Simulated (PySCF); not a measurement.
Ethylbenzene, C8H10.
Atom-mapped SMILES: `[CH3:1][CH2:2][c:3]1[cH:4][cH:5][cH:6][cH:7][cH:8]1` (hydrogens: H9, H10, H11 on C1; H12, H13 on C2; H14 on C4; H15 on C5; H16 on C6; H17 on C7; H18 on C8)

Computed with PySCF at wB97X-D/def2-SVPD, non-relativistic, on one gas-phase PBE0-D3(BJ)/def2-SVP geometry that isn't relaxed in the solvent. The solvent is an IEF-PCM continuum (cavity from Bondi-type radii × 1.2), and excitations are vertical TDDFT with non-equilibrium linear response and a frozen core. Only the electrostatic response of the medium enters.

Gas-phase singlets (H = HOMO, L = LUMO):

| state | E (eV) | λ (nm) | f | leading configuration |
| --- | --- | --- | --- | --- |
| S1 | 5.420 | 229 | 0.002 | H→L 58% |
| S2 | 6.111 | 203 | 0.022 | H→L+1 60% |
| S3 | 7.008 | 177 | 0.479 | H-1→L+1 56% |
| S4 | 7.013 | 177 | 0.784 | H-1→L 58% |
| S5 | 7.314 | 170 | 0.015 | H→L+2 79% |

Problem. Give the list for cyclohexane (ε = 2.017), n² = 2.04.

Solution. 
```
state  E (eV)  λ (nm)      f  leading configuration  change by rank (eV)
   S1   5.416     229  0.003                H→L 59%               -0.004
   S2   6.074     204  0.033              H→L+1 62%               -0.037
   S3   6.812     182  0.951              H-1→L 59%               -0.196
   S4   6.813     182  0.636            H-1→L+1 55%               -0.200
   S5   7.306     170  0.004              H→L+2 80%               -0.008
```

Problem. Give the list for chloroform (ε = 4.711), n² = 2.09.

Solution. 
```tsv
state	E (eV)	λ (nm)	f	leading configuration	change by rank (eV)
S1	5.422	229	0.003	H→L 59%	+0.002
S2	6.078	204	0.034	H→L+1 62%	-0.033
S3	6.812	182	0.959	H-1→L 60%	-0.196
S4	6.813	182	0.635	H-1→L+1 56%	-0.200
S5	7.306	170	0.003	H→L+2 81%	-0.008
```

Problem. The ground-state energy changes by -0.086 eV from gas to chloroform. By how much does the total energy of gas-phase S2 change?

Solution. E(S2) = E(S0) + excitation energy, so it changes by -0.086 − 0.033 = -0.119 eV: it is lowered more than the ground state, which is what a red shift means. This is the vertical state, with the slow part of the continuum still set for S0.

Problem. How do the frontier levels move from gas to chloroform?

Solution. 
```csv
orbital,gas (eV),solvent (eV),change (eV),"Löwdin shares, gas","Löwdin shares, solvent"
LUMO+2,2.45,2.52,+0.07,"C1 15 %, C2 9 %, C8 7 %, C4 7 %","C1 13 %, C2 8 %, C8 8 %, C4 8 %"
LUMO+1,1.56,1.54,-0.02,"C3 21 %, C6 20 %, C5 11 %, C8 10 %","C3 21 %, C6 21 %, C5 11 %, C7 10 %"
LUMO,1.53,1.50,-0.03,"C7 19 %, C4 18 %, C5 18 %, C8 17 %","C7 19 %, C4 18 %, C5 18 %, C8 18 %"
HOMO,-8.74,-8.77,-0.03,"C6 23 %, C3 22 %, C4 11 %, C8 11 %","C6 23 %, C3 22 %, C4 11 %, C8 11 %"
HOMO-1,-9.01,-9.05,-0.04,"C8 20 %, C5 20 %, C4 20 %, C7 20 %","C5 20 %, C7 20 %, C8 20 %, C4 20 %"
HOMO-2,-11.25,-11.18,+0.07,"C2 17 %, C3 15 %, C1 10 %, C8 8 %","C2 16 %, C1 11 %, C3 10 %, C8 8 %"
HOMO-3,-11.26,-11.19,+0.07,"C2 14 %, C3 10 %, C1 9 %, C4 9 %","C2 17 %, C3 15 %, C1 10 %, C4 8 %"
```

The HOMO–LUMO gap goes from 10.27 to 10.27 eV. Rows go by rank; for HOMO-3 and HOMO-2 the atom shares or the degeneracy differ between the runs, so the row needn't follow one orbital. Shares within a degenerate set are those of one arbitrary member.

Hardware: one thread, Arm Neoverse V2, shared host. Cost: 37 s. This is the whole response run at wB97X-D/def2-SVPD in chloroform, SCF included.

Conformer computed: `[CH3:1][CH2:2][c:3]1[cH:4][cH:5][cH:6][cH:7][cH:8]1`: C1–C2–C3–C4 -89°.

Note: wB97X-D ran without an empirical dispersion term, which enters the total energy and its gradient alone.
